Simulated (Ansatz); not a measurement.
Start from `[SeH]C1=NC1` and change one atom or group to get `OC1=NC1`.

Ansatz, PBE0-D4/def2-TZVP geometries, multiplicity 1. Each molecule was computed in one conformer, which needn't be the lowest.

Scalar relativity is left out up to krypton.

```csv
property,`[SeH]C1=NC1`
LUMO energy (ωB97M-V/def2-TZVPP) / eV,1.40
HOMO energy (PBE/def2-TZVPP) / eV,-6.22
size of the dipole moment (PBE/def2-TZVPP) / D,2.70
HOMO energy (PBE0/def2-TZVPP) / eV,-7.34
"ideal-gas entropy at 298 K and 1 bar (rigid rotor, harmonic PBE0-D4/def2-TZVP) / J/(mol·K)",300
HOMO energy (ωB97M-V/def2-TZVPP) / eV,-9.46
```

(1) Give the same properties after the change, and the shifts. (Estimate.)

Results:

(1) Computed: 
```json
{"property": "LUMO energy (ωB97M-V/def2-TZVPP) / eV", "`OC1=NC1`": "2.01", "shift": "0.61"}
{"property": "HOMO energy (PBE/def2-TZVPP) / eV", "`OC1=NC1`": "-6.60", "shift": "-0.38"}
{"property": "size of the dipole moment (PBE/def2-TZVPP) / D", "`OC1=NC1`": "1.64", "shift": "-1.06"}
{"property": "HOMO energy (PBE0/def2-TZVPP) / eV", "`OC1=NC1`": "-7.93", "shift": "-0.59"}
{"property": "ideal-gas entropy at 298 K and 1 bar (rigid rotor, harmonic PBE0-D4/def2-TZVP) / J/(mol·K)", "`OC1=NC1`": "269", "shift": "-31"}
{"property": "HOMO energy (ωB97M-V/def2-TZVPP) / eV", "`OC1=NC1`": "-10.22", "shift": "-0.76"}
```

With PBE0 the HOMO falls by 0.59 eV and the LUMO rises by 1.04 eV, so the gap widens by about 1.63 eV. PBE moves the HOMO by -0.38 eV and ωB97M-V by -0.76 eV. Dipoles are sizes alone; their direction can turn.

Spin–orbit coupling is left out; it splits and shifts lone-pair levels of the heavy atoms by tenths of an eV.
